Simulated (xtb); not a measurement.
xtb input file for C5H5F, SMILES C=CC=C=CF, GFN2-xTB. 

```
$ xtb mol.xyz --gfn 2 --sp --chrg 0 --uhf 0 --json
$ cat mol.xyz
11

C     -1.43260177    -2.14931361     1.50868097
C     -0.73786732    -1.47812817     0.59760783
C     -0.17274728    -0.16582131     0.84634455
C      0.51653328     0.50759269    -0.03497852
C      1.20541530     1.15564216    -0.91951015
F      0.64606101     2.02138963    -1.79802438
H     -1.61210007    -1.74766983     2.49285708
H     -1.84753271    -3.12084789     1.30413551
H     -0.56698938    -1.89208593    -0.38660859
H     -0.33818586     0.25533682     1.83131240
H      2.27786560     1.09292960    -1.04834500
```

It prints:

```
[banner left out]
          |                Calculation Setup                |
           -------------------------------------------------



           -------------------------------------------------
          |                 G F N 2 - x T B                 |
           -------------------------------------------------

        Reference                      10.1021/acs.jctc.8b01176
      * Hamiltonian:
        H0-scaling (s, p, d)           1.850000    2.230000    2.230000
        zeta-weighting                 0.500000
      * Dispersion:
        s8                             2.700000
        a1                             0.520000
        a2                             5.000000
        s9                             5.000000
      * Repulsion:
        kExp                           1.500000    1.000000
        rExp                           1.000000
      * Coulomb:
        alpha                          2.000000
        third order                    shell-resolved
        anisotropic                    true
        a3                             3.000000
        a5                             4.000000
        cn-shift                       1.200000
        cn-exp                         4.000000
        max-rad                        5.000000


          ...................................................
          :                      SETUP                      :
          :.................................................:
          :  # basis functions                  29          :
          :  # atomic orbitals                  29          :
          :  # shells                           17          :
          :  # electrons                        32          :
          :  max. iterations                   250          :
          :  Hamiltonian                  GFN2-xTB          :
          :  restarted?                      false          :
          :  GBSA solvation                  false          :
          :  PC potential                    false          :
          :  electronic temp.          300.0000000     K    :
          :  accuracy                    1.0000000          :
          :  -> integral cutoff          0.2500000E+02      :
          :  -> integral neglect         0.1000000E-07      :
          :  -> SCF convergence          0.1000000E-05 Eh   :
          :  -> wf. convergence          0.1000000E-03 e    :
          :  Broyden damping             0.4000000          :
          :  net charge                          0          :
          :  unpaired electrons                  0          :
          ...................................................

 iter      E             dE          RMSdq      gap      omega  full diag
   1    -18.1533632 -0.181534E+02  0.510E+00    3.70       0.0  T
   2    -18.1662310 -0.128677E-01  0.304E+00    3.78       1.0  T
   3    -18.1579333  0.829769E-02  0.121E+00    3.56       1.0  T
   4    -18.1686273 -0.106940E-01  0.348E-01    3.75       1.0  T
   5    -18.1689764 -0.349065E-03  0.170E-01    3.75       1.0  T
   6    -18.1692528 -0.276443E-03  0.534E-02    3.74       1.0  T
   7    -18.1692612 -0.841226E-05  0.174E-02    3.75       1.7  T
   8    -18.1692611  0.147681E-06  0.103E-02    3.75       2.9  T
   9    -18.1692618 -0.727925E-06  0.179E-03    3.75      16.8  T
  10    -18.1692618 -0.212399E-07  0.559E-04    3.75      53.9  T
  11    -18.1692618 -0.133412E-09  0.164E-04    3.75     184.3  T

   *** convergence criteria satisfied after 11 iterations ***

         #    Occupation            Energy/Eh            Energy/eV
      -------------------------------------------------------------
         1        2.0000           -0.8089381             -22.0123
       ...           ...                  ...                  ...
        10        2.0000           -0.5025355             -13.6747
        11        2.0000           -0.4816927             -13.1075
        12        2.0000           -0.4668491             -12.7036
        13        2.0000           -0.4579813             -12.4623
        14        2.0000           -0.4521052             -12.3024
        15        2.0000           -0.4065301             -11.0622
        16        2.0000           -0.4014617             -10.9243 (HOMO)
        17                         -0.2638316              -7.1792 (LUMO)
        18                         -0.2090097              -5.6874
        19                         -0.1610639              -4.3828
        20                          0.0673074               1.8315
        21                          0.1190131               3.2385
       ...                                ...                  ...
        29                          1.0633225              28.9345
      -------------------------------------------------------------
                  HL-Gap            0.1376301 Eh            3.7451 eV
             Fermi-level           -0.3326466 Eh           -9.0518 eV

 SCC (total)                   0 d,  0 h,  0 min,  0.006 sec
 SCC setup                      ...        0 min,  0.000 sec (  1.531%)
 Dispersion                     ...        0 min,  0.000 sec (  0.922%)
 classical contributions        ...        0 min,  0.000 sec (  0.354%)
 integral evaluation            ...        0 min,  0.001 sec ( 15.349%)
 iterations                     ...        0 min,  0.003 sec ( 47.339%)
 molecular gradient             ...        0 min,  0.002 sec ( 32.737%)
 printout                       ...        0 min,  0.000 sec (  1.629%)

         :::::::::::::::::::::::::::::::::::::::::::::::::::::
         ::                     SUMMARY                     ::
         :::::::::::::::::::::::::::::::::::::::::::::::::::::
         :: total energy             -17.877661465490 Eh    ::
         :: gradient norm              0.000280217218 Eh/a0 ::
         :: HOMO-LUMO gap              3.745105649517 eV    ::
         ::.................................................::
         :: SCC energy               -18.169269571368 Eh    ::
         :: -> isotropic ES            0.012325580487 Eh    ::
         :: -> anisotropic ES         -0.000085238165 Eh    ::
         :: -> anisotropic XC          0.008874404044 Eh    ::
         :: -> dispersion             -0.005557196358 Eh    ::
         :: repulsion energy           0.291608105878 Eh    ::
         :: add. restraining           0.000000000000 Eh    ::
         :: total charge               0.000000000000 e     ::
         :::::::::::::::::::::::::::::::::::::::::::::::::::::

           -------------------------------------------------
          |                Property Printout                |
           -------------------------------------------------

    * Orbital Energies and Occupations

         #    Occupation            Energy/Eh            Energy/eV
      -------------------------------------------------------------
         1        2.0000           -0.8089381             -22.0123
       ...           ...                  ...                  ...
         4        2.0000           -0.6135044             -16.6943
         5        2.0000           -0.5706377             -15.5278
         6        2.0000           -0.5585873             -15.1999
         7        2.0000           -0.5443798             -14.8133
         8        2.0000           -0.5309151             -14.4469
         9        2.0000           -0.5208595             -14.1733
        10        2.0000           -0.5025355             -13.6747
        11        2.0000           -0.4816927             -13.1075
        12        2.0000           -0.4668491             -12.7036
        13        2.0000           -0.4579813             -12.4623
        14        2.0000           -0.4521052             -12.3024
        15        2.0000           -0.4065301             -11.0622
        16        2.0000           -0.4014617             -10.9243 (HOMO)
        17                         -0.2638316              -7.1792 (LUMO)
        18                         -0.2090097              -5.6874
        19                         -0.1610639              -4.3828
        20                          0.0673074               1.8315
        21                          0.1190131               3.2385
        22                          0.1517004               4.1280
        23                          0.1794873               4.8841
        24                          0.2353410               6.4040
        25                          0.2809377               7.6447
        26                          0.3536425               9.6231
        27                          0.4592203              12.4960
       ...                                ...                  ...
        29                          1.0633225              28.9345
      -------------------------------------------------------------
                  HL-Gap            0.1376301 Eh            3.7451 eV
             Fermi-level           -0.3326466 Eh           -9.0518 eV

     #   Z          covCN         q      C6AA      α(0)
     1   6 C        2.842    -0.083    30.062     8.986
     2   6 C        2.896    -0.018    28.452     8.746
     3   6 C        2.895    -0.017    28.433     8.743
     4   6 C        1.975    -0.034    31.960     9.130
     5   6 C        2.690     0.114    25.458     8.257
     6   9 F        0.786    -0.223    11.476     4.002
     7   1 H        0.926     0.046     2.364     2.404
     8   1 H        0.926     0.044     2.392     2.419
     9   1 H        0.925     0.044     2.402     2.423
    10   1 H        0.925     0.065     2.141     2.288
    11   1 H        0.925     0.060     2.194     2.316

 Mol. C6AA /au·bohr⁶  :       1420.171092
 Mol. C8AA /au·bohr⁸  :      33934.336284
 Mol. α(0) /au        :         59.713127


Wiberg/Mayer (AO) data.
largest (>0.10) Wiberg bond orders for each atom

 ---------------------------------------------------------------------------
     #   Z sym  total        # sym  WBO       # sym  WBO       # sym  WBO
 ---------------------------------------------------------------------------
     1   6 C    3.977 --     2 C    1.887     8 H    0.977     7 H    0.975
                             4 C    0.129
     2   6 C    3.991 --     1 C    1.887     3 C    1.094     9 H    0.965
     3   6 C    3.990 --     4 C    1.861     2 C    1.094    10 H    0.934
     4   6 C    3.981 --     5 C    1.896     3 C    1.861     1 C    0.129
     5   6 C    3.877 --     4 C    1.896     6 F    0.946    11 H    0.938
     6   9 F    1.078 --     5 C    0.946
     7   1 H    0.998 --     1 C    0.975
     8   1 H    0.996 --     1 C    0.977
     9   1 H    0.998 --     2 C    0.965
    10   1 H    0.996 --     3 C    0.934
    11   1 H    0.989 --     5 C    0.938
 ---------------------------------------------------------------------------

Topologies differ in total number of bonds
Writing topology from bond orders to xtbtopo.mol

molecular dipole:
                 x           y           z       tot (Debye)
 q only:        0.085      -0.658       0.680
   full:        0.162      -0.687       0.714       2.552
molecular quadrupole (traceless):
                xx          xy          yy          xz          yz          zz
 q only:        2.753       0.872      -1.930      -0.785       3.141      -0.823
  q+dip:        2.704       3.130      -2.778      -3.514       3.640       0.073
   full:        3.244       1.744      -2.559      -1.849       4.053      -0.685


           -------------------------------------------------
          | TOTAL ENERGY              -17.877661465490 Eh   |
          | GRADIENT NORM               0.000280217218 Eh/α |
          | HOMO-LUMO GAP               3.745105649517 eV   |
           -------------------------------------------------

------------------------------------------------------------------------
Note: The following floating-point exceptions are signalling: IEEE_UNDERFLOW_FLAG IEEE_DENORMAL
normal termination of xtb
------------------------------------------------------------------------
 total:
 SCF:
```

Self-consistency was reached.
